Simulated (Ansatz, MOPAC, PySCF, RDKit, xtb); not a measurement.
Dimer: N2 (SMILES N#N) (first 2 atoms) with H4OSi (SMILES O[SiH3]); geometry from B3LYP-D3(BJ)/def2-TZVP, rigid monomers moved along the line of their centres of mass till N2···H5 is 3.11 Å.
(charge 0, multiplicity 1):
```xyz
8

N      0.506     0.476    -1.193
N      0.493     0.563    -0.107
O      0.271     0.613     3.960
Si    -0.492    -0.678     4.648
H      0.348     0.637     3.002
H     -1.899    -0.795     4.188
H     -0.462    -0.444     6.105
H      0.195    -1.956     4.332
```

Counterpoise-corrected where a basis set is named; no monomer relaxation. Rows marked so take none.

Rows in 6-311+G** carry no dispersion term and start afresh at each structure. The state reached by PM6 isn't checked.

The values were computed with Ansatz (Gaussian basis) for Hartree–Fock, density functionals and correlated methods; MOPAC for PM6 (differences of heats of formation); PySCF for 6-311+G** rows, the dispersion terms; RDKit for the force fields; xtb for the GFN methods. 

```
level                              interaction energy (kcal/mol)
---------------------------------  -----------------------------
MMFF94                                                     -0.21
GFN-FF                                                     -0.72
PM6                                                        -0.80
GFN1-xTB                                                   -0.43
PBE-D3(BJ)/def2-TZVPPD                                     -0.97
r2SCAN-D3(BJ)/def2-TZVPPD                                  -0.76
B3LYP/6-311+G** (no counterpoise)                          -0.62
B3LYP-D4/def2-TZVPPD                                         ___
PBE0-D4/def2-TZVPPD                                        -0.76
```

Question: What belongs in the gaps?

Answer: 
- B3LYP-D4/def2-TZVPPD, interaction energy (kcal/mol): -0.58

Ansatz is an electronic-structure program.
